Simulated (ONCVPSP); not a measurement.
**manganese (Mn): excitation energies, all-electron against ONCV**

- Element: Mn (Z = 25)
- Generator: ONCVPSP 4.0.1
- Type: optimised norm-conserving Vanderbilt (ONCV)
- Functional: Wu-Cohen
- Relativity: fully relativistic
- Frozen core: [Ne]
- Valence charge: 15
- Reference configuration: 3s2 3p6 3d5 4s2
- Partial waves: 3s+4s: rc 1.60 bohr, ncon 3, nbas 7, qcut 10.6 1/bohr, 3 projectors, debl 0.9 Ha; 3p: rc 1.54 bohr, ncon 5, nbas 8, qcut 10.5 1/bohr, 2 projectors, debl 3.6 Ha; 3d: rc 2.46 bohr, ncon 5, nbas 9, qcut 9.5 1/bohr, 2 projectors, debl 1.8 Ha
- Local potential: polynomial inside 1.54 bohr (lpopt 5, dvloc0 0 Ha)
- Core correction: polynomial model core, fcfact 0.7

Open shells are filled in proportion to 2j + 1.

Energies are relative to the spin-unpolarised reference configuration 3s2 3p6 3d5 4s2; without spin polarisation the order of configurations can differ from experiment.

(1) Give the all-electron excitation energy and the error of the potential for: 3s2 3p6 3d5 4s1; 3s2 3p6 3d5 4s0; 3s2 3p6 3d4 4s0; 3s2 3p6 3d3 4s0.

Answers

(1)

```tsv
valence configuration	charge	ΔE all-electron (eV)	error AE − PS (meV)
3s2 3p6 3d5 4s1	+1	8.447	+3.8
3s2 3p6 3d5 4s0	+2	23.927	+18
3s2 3p6 3d4 4s0	+3	56.437	+126
3s2 3p6 3d3 4s0	+4	107.210	+1075
```
